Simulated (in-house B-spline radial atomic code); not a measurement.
## RPA and G0W0 on B3LYP (VWN-RPA): Ce⁷⁺

Configuration [Kr] 4d10 5s2 5p3, highest spin, mean-field start B3LYP (VWN-RPA). Computed with a B-spline radial code for spherical atoms: all electrons, scalar-relativistic (spin-free one-electron X2C), finite nucleus, each spin shell either full or empty, empty states to l = 9 with an (l + 1/2)⁻⁴ tail; G0W0 by contour deformation at full frequency.

Spin-orbit coupling, left out, splits p levels strongly here.

Command:
```bash
python run_gw.py task.json out
```
Settings (radii: box in bohr, nucleus in fm):
```
Z                        58
electrons                51
configuration            [Kr] 4d10 5s2 5p3
hamiltonian              x2c
method                   b3lyp
lmax                     9
rms_radius               4.8771
spin_polarised           True
box_radius               8.41
intervals                66
```

Cost of the run: 9 s on 1 thread of Arm Neoverse N1, with other jobs on the host.

Energies (hartree):

```json
{"term": "mean-field total", "value": "-8848.33421"}
{"term": "Hartree-Fock functional on these orbitals", "value": "-8845.19943"}
{"term": "direct second order", "value": "-4.6726"}
{"term": "second-order exchange", "value": "1.2788"}
{"term": "SOSEX correction", "value": "1.2011"}
```

Task: What is the RPA correlation energy, and what remains with SOSEX?

Result: RPA gives -4.1477 hartree (-2.21 eV per electron); RPA + SOSEX gives -2.9467, and the second-order doubles -3.3939 hartree (no singles). SOSEX takes back 29 % of the RPA value.

Quasi-particle levels (eV):

```json
{"level": "5p up", "occupied": "yes", "mean field": "-104.17", "Σx - vxc": "-5.31", "Σc": "?", "QP weight": "?", "G0W0": "?"}
{"level": "5s down", "occupied": "yes", "mean field": "-121.08", "Σx - vxc": "-2.32", "Σc": "-3.35", "QP weight": "0.964", "G0W0": "-126.76"}
{"level": "4d down", "occupied": "yes", "mean field": "-205.94", "Σx - vxc": "-11.96", "Σc": "1.51", "QP weight": "0.941", "G0W0": "-216.39"}
{"level": "5p down", "occupied": "no", "mean field": "-97.92", "Σx - vxc": "7.85", "Σc": "-3.17", "QP weight": "0.930", "G0W0": "-93.25"}
```

G0W0 = mean field + (Σx - vxc) + Σc, with Σc (partial-wave tail included) taken at the quasi-particle energy. Only the outer levels were computed. Levels of low weight are left out.

Task: Where does G0W0 put 5p up?

Result: At -110.23 eV, with Σc = -0.75 eV and a quasi-particle weight of 0.928. The tabulated removal energy is 106 ± 2.1 eV (NIST, tabulated theory); the calculation leaves out spin-orbit coupling, Breit and QED terms, and what these don't explain is the method's own error.
